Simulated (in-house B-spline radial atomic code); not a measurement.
Settings and results of a run for the scandium ion Sc⁺. Method: Dirac-Kohn-Sham PBE, spherical fractional occupations, Fermi nucleus of rms radius 3.5459 fm. Calculated with a radial B-spline atomic code at the basis-set limit.

Command:
```bash
python run_scf.py task.json out
```
Settings (nuclear radius in fm, mass in u):
```
Z                21
configuration    [Ar] 3d1 4s1
hamiltonian      dirac
method           pbe,pbe
spin_polarised   False
nucleus          fermi
rms_radius       3.5459
atomic_mass      44.95591
speed_of_light   137.035999084
```

Output (hartree, bohr):
```
 radial grid: 83 intervals, B-splines of order 8, outer radius 60 bohr

 iter        energy (Eh)    residual
    1        -759.224452    2.97e-01
    2        -761.865707    2.52e-01
    3        -763.686968    5.21e-02
    4        -763.804060    6.92e-03
    5        -763.805866    6.50e-03
    6        -763.807759    4.66e-04
    7        -763.807771    1.49e-04
    8        -763.807772    7.24e-06
    9        -763.807772    1.91e-07

 total energy                      -763.80777
 kinetic                             770.5339
 electron-nucleus                  -1810.4149
 Hartree                             314.8088
 exchange-correlation                -38.7356

 first-order corrections (not in the total)
   Gaunt                             0.2464
   retardation                      -0.0204
   frequency dependence             -0.0004
   self-energy                       0.1615
   Uehling                          -0.0122
   Wichmann-Kroll                    0.0000
   recoil                            0.0075

 orbital      occ     eigenvalue          <r>       <r^2>       <1/r>     <1/r^3>       r_max    small
 1s1/2      2.000      -161.8328    0.0730404  0.00717555     20.7707           -      0.0478  5.65e-03
 2s1/2      2.000       -17.6851     0.343332    0.139571     4.30686           -      0.2836  9.65e-04
 2p1/2      2.000       -14.6364     0.305876    0.115706     4.23518           -      0.2309  9.44e-04
 2p3/2      4.000       -14.4658     0.308487    0.117548     4.18623     219.994       0.233  9.35e-04
 3s1/2      2.000        -2.2795      1.07476      1.3326     1.30584           -       0.927  1.93e-04
 3p1/2      2.000        -1.5051      1.16205      1.5911      1.1803           -      0.9645  1.64e-04
 3p3/2      4.000        -1.4863      1.16995     1.61275     1.17027     24.4412      0.9707  1.62e-04
 3d3/2      0.400        -0.3671      1.69771     3.78321    0.801488     1.50497       1.089  8.32e-05
 3d5/2      0.600        -0.3659      1.70206     3.80262    0.799409     1.51016       1.092  8.28e-05
 4s1/2      1.000        -0.3575       3.3688     12.8929    0.386255           -       2.922  2.55e-05
```


For the Dirac Hamiltonian the kinetic term is c α·p + (β - 1)c².
